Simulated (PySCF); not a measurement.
## Worked example: oscillator strength and radiative lifetime

C2H6BF2N, SMILES CNB(F)CF.

Geometry optimised at TPSSh-D3(BJ)/def2-SVP. This is a generated structure with no PubChem entry under its InChIKey; it may be hypothetical. The values are those of a single conformer.

TDDFT-PBE/def2-SVPD run with PySCF 2.14.0 puts the first singlet state with f over 0.02 at 7.52 eV (vertical), with the transition dipole (-0.728, -1.070, 0.000) in atomic units.

Find the oscillator strength, the wavelength and the radiative lifetime that this transition would have in vacuum if emission retraced absorption.


|μ|² = 1.6749 au, so |μ| = 3.29 D. ΔE = 7.52/27.211 = 0.2764 hartree. f = (2/3) ΔE |μ|² = 0.309 (the program prints 0.309).
λ = 1239.84/7.52 = 165 nm; ν = 60653 cm⁻¹.
Einstein's coefficient A = 0.6670 ν² f s⁻¹ (ν in cm⁻¹) = 7.6e8 s⁻¹, so τ = 1/A = 1.3 ns. This state is S5; the lower singlets have f = 0.000, 0.004, 0.002, 0.001. The figure is the radiative limit of this one transition; relaxation, internal conversion, crossing to triplets and a medium change what is measured.
